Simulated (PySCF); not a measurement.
Al(PH3)F3.
Geometry (PBE0-D3(BJ)/def2-SVP, Å), atoms numbered from 1 in this order:
```
atom  x, y, z in Å
Al1    0.028    0.016   -1.406
P2     0.019   -0.042    1.087
H3     0.666    1.018    1.763
H4     0.596   -1.151    1.749
H5    -1.246   -0.003    1.720
F6     1.667   -0.011   -1.693
F7    -0.764    1.467   -1.599
F8    -0.827   -1.380   -1.705
```

Jobs on this species (8 atoms, 58 electrons) with PySCF (density fitting). Hardware of each: Intel Xeon at 2.70 GHz, one thread, on a shared host. Other jobs ran on the host; a repeat could differ by tens of per cent or more. Peak memory is the resident size of the whole Python process, interpreter and libraries included.

```json
{"level and settings": "PBE0/pcSseg-1 (pcSseg-2 on Al)", "work": "shieldings, charges and field gradients, density and orbital grids written", "basis functions": "133", "SCF cycles": "?", "wall time": "?", "peak memory": "?"}
{"level and settings": "B3LYP/def2-SVPD", "work": "15 singlets by full TDDFT, 4 Tamm–Dancoff triplets, polarisability, density and orbital grids written", "basis functions": "141", "SCF cycles": "?", "wall time": "?", "peak memory": "?"}
{"level and settings": "PBE0-D3(BJ)/def2-SVP, grid level 1", "work": "geometry optimisation from a GFN2-xTB start shaken at random", "basis functions": "93", "SCF cycles": "?", "wall time": "?", "peak memory": "?"}
{"level and settings": "B3LYP/pcSseg-1 (pcSseg-2 on Al)", "work": "shieldings", "basis functions": "133", "SCF cycles": "12", "wall time": "14 s", "peak memory": "0.65 GiB"}
{"level and settings": "delta-SCF UKS SCAN, pcX-2 on the ionised atom, pcseg-1 elsewhere, spin-free X2C", "work": "ΔSCF core ionisation, 5 holes", "basis functions": "135", "SCF cycles": "67", "wall time": "28 s", "peak memory": "0.44 GiB"}
{"level and settings": "PBE/pcSseg-1 (pcSseg-2 on Al)", "work": "shieldings", "basis functions": "133", "SCF cycles": "14", "wall time": "21 s", "peak memory": "0.69 GiB"}
```

**Question.** Fill in the missing figures.

**Answer.** 
- PBE0/pcSseg-1 (pcSseg-2 on Al); shieldings, charges and field gradients, density and orbital grids written: 22 s, 0.64 GiB, 12 SCF cycles
- B3LYP/def2-SVPD; 15 singlets by full TDDFT, 4 Tamm–Dancoff triplets, polarisability, density and orbital grids written: 25 s, 0.62 GiB, 12 SCF cycles
- PBE0-D3(BJ)/def2-SVP, grid level 1; geometry optimisation from a GFN2-xTB start shaken at random: 27 s, 0.36 GiB, 36 SCF cycles

**Question.** What do all jobs in the table cost together?

**Answer.** About 2.3 min; the longest takes about 20 % of that, and about 2 times as long as the shortest.
